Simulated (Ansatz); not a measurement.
Ansatz (a program for electronic structure) input:

Ansatz 0.2 input:
```yaml
crystal:
  periodic: [false, false, false]
  atoms:
    - {symbol: C, position_ang: [1.98566235, 0.17647926, 0.05180959]}
    - {symbol: O, position_ang: [0.86744066, -0.54529002, -0.16547226]}
    - {symbol: B, position_ang: [-0.42754454, -0.08628986, -0.02575058]}
    - {symbol: C, position_ang: [-1.56009424, -1.12309058, -0.33823430]}
    - {symbol: C, position_ang: [-0.71193697, 1.39541642, 0.42228882]}
    - {symbol: H, position_ang: [1.91888961, 1.20760190, 0.36350026]}
    - {symbol: H, position_ang: [2.91665120, -0.34211898, -0.10564444]}
    - {symbol: H, position_ang: [-1.18210407, -2.10198144, -0.63437834]}
    - {symbol: H, position_ang: [-2.21269882, -0.74721587, -1.13406824]}
    - {symbol: H, position_ang: [-2.21141539, -1.25120531, 0.53348445]}
    - {symbol: H, position_ang: [-1.77809125, 1.61250539, 0.48872084]}
    - {symbol: H, position_ang: [-0.26805493, 2.11479083, -0.27461461]}
    - {symbol: H, position_ang: [-0.26676580, 1.60856235, 1.40034641]}
basis:
  gaussian:
    orbitals: def2-TZVPD
hamiltonian:
  xc: {name: BLYP}
magnetization: {spin_polarized: true, initial_magnetization: 1}
output: {forces: true}
```

Task: Predict the final energy.

Result: -219.19220 Eh (BLYP/def2-TZVPD). The basis has 260 functions.

It need not be the lowest isomer of its formula.
